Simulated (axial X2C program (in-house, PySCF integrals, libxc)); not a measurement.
**Worked dissociation energy of RuSi: PBE0, without spin–orbit coupling**

All values were computed with an in-house relativistic program for diatomic molecules. Spin-free means the one-electron spin-free X2C Hamiltonian. Basis: Ru dyall-cv3z [12s12p8d5f3g], Si dyall-v3z [8s7p2d1f] (cores contracted in-house); Gaussian nuclei, density fitting, unrestricted open shells. Masses: Ru 101.904 u, Si 27.977 u.

Molecular state: M_S = 1, Λ = 2 (beyond evenly filled blocks: σα, δ+α, δ+β, δ-α).

```
E(Ru) (2M_S = 4, M_L = 2) : -4530.051834 hartree
E(Si) (2M_S = 2, M_L = 0) : -289.868259 hartree
E(RuSi) at Re             : -4820.050250 hartree
ωe                        : 485.3 cm⁻¹
ωexe                      : 2.5 cm⁻¹
```

Task: Work out De and D0.

Result: De = -4530.051834 + (-289.868259) − (-4820.050250) = 0.13016 hartree = 3.542 eV. The zero-point energy is ωe/2 − ωexe/4 = 242 cm⁻¹ = 0.030 eV, so D0 = 3.512 eV.

The state is a single determinant with fixed occupations, the lowest that a limited PBE0 search found. Dissociation energies refer to the lowest single-determinant-based atoms at the same level and basis. PBE0 can misorder states that lie within some tenths of an eV, so this need not be the ground state of the molecule. The nearest other spin-free determinant of the search, M_S = 1, Λ = 0, lies 0.38 eV up at the distance of the search. The functionals have no current-density term, which raises determinants with orbital currents, atoms included. The determinant is spin-polarised beyond a pure state at some levels (its spin-free form has ⟨S²⟩ too high), which makes Re and μ there less reliable.

Each atomic determinant is the lowest at this level and need not be a pure term. Totals compare only within one Hamiltonian and basis.
